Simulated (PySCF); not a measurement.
A GIAO shielding run with PySCF 2.14 (density fitting, non-relativistic, gas phase) on `C=C(C)[SiH2]C#N`, C₄H₇NSi:

```
$ OMP_NUM_THREADS=1 python probes_run.py task.json out

{"job": {"kind": "nmr", "xc": "PBE0", "basis": "cc-pVTZ", "pop": true}, "charge": 0, "multiplicity": 1}
C     -1.103861     1.593156     0.453844
C     -0.601739     0.392188     0.132090
C     -1.388320    -0.881784     0.236817
Si     1.160338     0.302767    -0.487881
C      2.097061    -0.894817     0.594058
N      2.633801    -1.653115     1.288623
H     -2.135848     1.704640     0.808935
H     -0.514284     2.512359     0.382988
H     -1.455479    -1.392301    -0.738290
H     -2.411028    -0.694852     0.597492
H     -0.902213    -1.589036     0.928964
H      1.843395     1.621441    -0.399009
H      1.254461    -0.254521    -1.867927
```

Hardware: 1 thread of an Arm Neoverse V1, shared host. The job also computes population analyses, field gradients.

**Question.** How large is the calculation?

**Answer.** 52 electrons, 282 basis functions and 717 auxiliary functions.

**Question.** How long does it take, and how much memory does it need?

**Answer.** 50 s of wall time, with 14 SCF cycles and 5 response iterations; peak memory 1 GiB. Times on a shared host scatter by some tens of per cent.

**Question.** And these other runs on the same molecule and hardware: GIAO shielding at B3LYP/pcSseg-1; GIAO shielding at B97-D/pcSseg-1; GIAO shielding at BLYP/pcSseg-1; GIAO shielding at BP86/pcSseg-1; GIAO shielding at HF/pcSseg-1; GIAO shielding at KT2/pcSseg-1?

**Answer.** B3LYP/pcSseg-1: 144 functions, 20 s; B97-D/pcSseg-1: 144 functions, 23 s; BLYP/pcSseg-1: 144 functions, 24 s; BP86/pcSseg-1: 144 functions, 21 s; HF/pcSseg-1: 144 functions, 9.9 s; KT2/pcSseg-1: 144 functions, 22 s.
